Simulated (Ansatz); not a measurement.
Mulliken charges of ClH3NOSi (`N[Si](O)Cl`) radical from r2SCAN/def2-TZVPP in Ansatz (PBE0-D4/def2-TZVP geometry).

```tsv
atom	x (Å)	y (Å)	z (Å)	charge (e)
N1	-1.021	0.324	0.376	-0.427
Si2	0.605	0.480	-0.117	0.537
O3	1.384	-0.929	0.207	-0.382
Cl4	0.905	0.750	-2.144	-0.254
H5	-1.544	-0.511	0.153	0.157
H6	-1.616	1.136	0.418	0.164
H7	1.287	-1.250	1.107	0.206
```

Question: By hand: the dipole of these point charges (1 e Å = 4.8032 D).

Answer: Σ q r = (-0.240, 0.132, 0.563) e Å, of length 0.626 e Å = 3.01 D.

Question: How does the dipole of the full density compare? (An estimate is asked.)

Answer: Computed: (-0.425, -0.090, 0.455) e Å, 3.02 D; the point charges give 1.00 times that, at 28° from its direction.

Point charges leave out the atoms' own dipoles, such as those of lone pairs, and Mulliken's split depends on the basis, so the two needn't agree.
